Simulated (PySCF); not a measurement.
C₂H₃F₂, SMILES C[C](F)F, multiplicity 2.

Geometry optimised at r2SCAN-D4/def2-SVP. The isomer is the one that the SMILES or the coordinates give; other isomers of the formula were not compared.

Calculation: TDA-PBE0/def2-SVPD (PySCF).

Vertical excitations. Gas-phase values at a fixed geometry.

Computed lowest excited states:
```tsv
state	energy (eV)	λ (nm)	f	main pairs
root 1	6.06	205	0.000	α HOMO→LUMO 96 %
root 2	7.07	175	0.056	α HOMO→LUMO+1 94 %
root 3	7.44	167	0.010	α HOMO→LUMO+4 50 %, α HOMO→LUMO+3 39 %
root 4	7.55	164	0.001	β HOMO→LUMO 85 %
root 5	7.92	157	0.043	α HOMO→LUMO+2 94 %
root 6	7.98	155	0.006	α HOMO→LUMO+3 57 %, α HOMO→LUMO+4 38 %
root 7	8.00	155	0.001	β HOMO−1→LUMO 89 %
root 8	8.31	149	0.010	α HOMO→LUMO+5 79 %
root 9	8.65	143	0.016	α HOMO→LUMO+7 12 %, β HOMO−3→LUMO 78 %
root 10	8.66	143	0.034	α HOMO→LUMO+6 28 %, α HOMO→LUMO+5 13 %, β HOMO−2→LUMO 53 %
```
Unrestricted roots are not spin-pure.
